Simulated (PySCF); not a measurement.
**Working out the ionisation energy of Cr**

Cr [Ar] 3d5 4s1 (7S) → Cr+ [Ar] 3d5 (6S). Computed with PySCF 2.14 in x2c-TZVPall, with the spin-free X2C one-electron Hamiltonian (Gaussian nucleus). Frozen: [Ar]. Energies in hartree (1 hartree = 27.21139 eV):

```json
{"part": "UHF", "Cr (lower)": "-1049.643516", "Cr+ (upper)": "-1049.422419"}
{"part": "MP2 opposite-spin", "Cr (lower)": "0.000000", "Cr+ (upper)": "0.000000"}
{"part": "MP2 same-spin", "Cr (lower)": "-0.076723", "Cr+ (upper)": "-0.062346"}
```

**Question.** What does Hartree-Fock give?

**Answer.** (-1049.422419) − (-1049.643516) = 0.221097 hartree = 6.016 eV.

**Question.** What do MP2 and SCS-MP2 (6/5 opposite-spin, 1/3 same-spin) give?

**Answer.** The opposite-spin parts differ by 0.000 eV and the same-spin parts by 0.391 eV. MP2: 6.016 + (0.000) + (0.391) = 6.407 eV. SCS-MP2: 6.016 + 1.2 × (0.000) + (0.391)/3 = 6.146 eV.

Measured between the centres of the two terms (NIST): 6.767 eV, so MP2 (valence) is off by -0.360 eV.

What remains against the reference includes basis incompleteness, the frozen core and correlation beyond second order.
